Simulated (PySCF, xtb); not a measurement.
CH6N2Si2, SMILES N[Si@H]1C=N[SiH2]1.

GFN2-xTB (xtb) at its own geometry gives an orbital gap of 2.13 eV and a dipole moment of 3.68 D.

Coordinates come from a B3LYP-D3(BJ)/def2-SVP optimisation. The structure was generated by enumeration; whether it is a known compound was not checked. One conformer was computed; it need not be the lowest.

**Question.** What does PySCF with CAM-B3LYP/def2-TZVP give? (An estimate is asked for; the answer gives what the named calculation found.)

**Answer.** gap 7.99 eV (levels -7.88 and 0.11 eV), dipole 3.26 D.
